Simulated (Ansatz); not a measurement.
Consider the formal hydrolysis of a Mo–Cl bond: `[O]=[Mo](=[O])([OH])[Cl]` + H₂O → `[O]=[Mo](=[O])([OH])[OH]` + HCl.

Gas-phase electronic energies from Ansatz, PBE0-D4/def2-TZVP geometries. CBS: MP2 limit from def2 TZ/QZ plus the TZ coupled-cluster correction, frozen cores. This one scheme is used for every species. DFT in def2-TZVPP. Elements past krypton have def2 core potentials. For Mo outer-core shells are correlated without core-valence functions, which leaves a few kJ/mol of doubt a bond. One conformer a species, not always the lowest.

```tsv
species	PBE-QIDH energy (Eh)
`[O]=[Mo](=[O])([OH])[Cl]`	-754.41811
H₂O	-76.37259
`[O]=[Mo](=[O])([OH])[OH]`	-370.19219
HCl	-460.58322
```

(1) Work out ΔE.

(2) What do rigid-rotor, harmonic-oscillator terms from PBE0-D4/def2-TZVP frequencies (298.15 K, 1 bar) make of the CCSD(T)/CBS value? (An estimate is asked.)

Largest T1 diagnostic among the species: 0.025, so the coupled-cluster value is less sure than usual.

Results:

(1) ΔE = (-370.19219) + (-460.58322) − (-754.41811) − (-76.37259) = 0.01529 Eh = +9.6 kcal/mol. CCSD(T)/CBS gives +9.3 kcal/mol.

(2) Ansatz gave: ΔZPE = -1.8 kcal/mol, ΔH = +7.4 kcal/mol, ΔS = -11 J/(mol·K), ΔG = +8.2 kcal/mol.

At CCSD(T), def2-SVP lies −3.1 kcal/mol from the extrapolated value and def2-TZVPP −1.3 kcal/mol. Leaving LDA and LC-ωPBE aside and taking each functional with its dispersion term where it has one, the values, not all of them listed here, spread over 3.9 kcal/mol, from CAM-B3LYP-D4 to PBE-QIDH. LDA lies −1.0 kcal/mol from PBE without D4. In def2-TZVPP, CCSD(T) changes the Hartree–Fock value by +1.8 kcal/mol (the triples alone add +0.8 kcal/mol) and MP2 by +6.0 kcal/mol.
